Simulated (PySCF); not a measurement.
CH₉Ge₂PS.
InChI=1S/CH9Ge2PS/c1-2-5-3-4/h2-4H2,1H3

Computed with TDDFT CAM-B3LYP/def2-SVPD, vertical, gas phase, core orbitals frozen in the response (PySCF). Geometry: PBE0-D3(BJ)/def2-SVP, one conformer, isolated molecule. The CAM-B3LYP/def2-SVPD calculation is non-relativistic and has no spin–orbit coupling, an omission that weighs most on germanium. Torsions of this conformer, `[CH3:1][GeH2:2][S:3][GeH2:4][PH2:5]`: C1–Ge2–S3–Ge4 -70°, Ge2–S3–Ge4–P5 -172°, H–P5–Ge4–S3 45°, H–P5–Ge4–S3 -49°.

Computed states:

```tsv
state	E (eV)	f
S1	5.51	0.0080
S2	5.87	0.0096
S3	6.28	0.0072
S4	6.35	0.150
S5	6.61	0.067
S6	6.69	0.061
S7	6.73	0.253
S8	6.97	0.014
S9	7.02	0.0014
S10	7.11	0.102
```

Broadening: Gaussians 0.25 eV wide at half height, area fixed by f = 4.319×10⁻⁹ ∫ε dν̃. The width is an assumption, not a result. The curve ends short of the highest state used, and states not computed would add to its high-energy end.

(1) What does the envelope look like, and where are its maxima?

(2) On this curve, what absorbance would a 10⁻⁵ mol/L sample give at 222 nm over a 1 cm path?

(3) Coming from long wavelengths, where does ε first pass 100 L mol⁻¹ cm⁻¹?

Answers

(1) 
```tsv
λ (nm)	ε (L mol⁻¹ cm⁻¹)
190.6	13953
192.8	14573
195.0	17168
197.2	14687
199.5	8157
201.7	3170
203.9	989
206.1	565
208.3	788
210.5	1021
212.8	965
215.0	693
217.2	472
219.4	470
221.6	651
223.8	832
226.1	844
228.3	667
230.5	416
232.7	208
234.9	84
237.1	28
239.4	7
241.6	2
```

Maxima: 225 nm (5.51 eV), ε about 870, made up of S1 (100%); 211 nm (5.87 eV), ε about 1000, made up of S2 (100%); 195 nm (6.35 eV), ε about 17000, made up of S4 (94%) (ε in L mol⁻¹ cm⁻¹; maxima over ε = 5, shares over 10%). At its high-energy end, 6.51 eV, the curve is still rising (ε about 14000, from S4, S5, S6 and S7).

(2) 222 nm is 5.585 eV, where ε is about 690 L mol⁻¹ cm⁻¹, so A = ε c l ≈ 0.0069 (Beer–Lambert, with the gas-phase spectrum and the assumed width).

(3) At about 235 nm (5.29 eV), 0.22 eV below S1.

All these states lie below the vertical ionisation energy of 8.93 eV (ΔSCF).
